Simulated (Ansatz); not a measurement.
Reaction (ligand exchange at a B–C bond): `BC1(C)CC1` + `C=N` → `BN=C` + `CC1CC1`

Program: Ansatz. Geometries: PBE0-D4/def2-TZVP. ΔE: electronic, gas phase. CCSD(T)/CBS is the MP2 limit (def2-TZVPP, def2-QZVPP) plus CCSD(T) − MP2 in def2-TZVPP, frozen cores. This one scheme is used for every species. Functionals use def2-TZVPP. B3LYP here is the variant with VWN-RPA as its local correlation; programs differ in this.

```json
{"level": "B3LYP-D4", "ΔE (kcal/mol)": "-25.8"}
{"level": "PBE", "ΔE (kcal/mol)": "-27.5"}
{"level": "MP2/def2-QZVPP", "ΔE (kcal/mol)": "-21.2"}
{"level": "MP2/CBS(def2)", "ΔE (kcal/mol)": "-21.2"}
```

Task: What does CCSD(T)/CBS give? (Estimate.)

Result: The calculation gave: -21.6 kcal/mol. The listed levels differ from it by -4.2, -5.9, 0.4, 0.4 kcal/mol.

Largest T1 diagnostic among the species: 0.016.

From PBE to PBE0 (25 % exact exchange), in def2-TZVPP and without D4, ΔE moves by +1.9 kcal/mol. The D4 term adds +1.3 kcal/mol with B3LYP and +0.7 kcal/mol with PBE0; it sums over pairs of atoms, weighted by their polarisabilities, and B3LYP, whose exchange is more repulsive, gets the larger term.
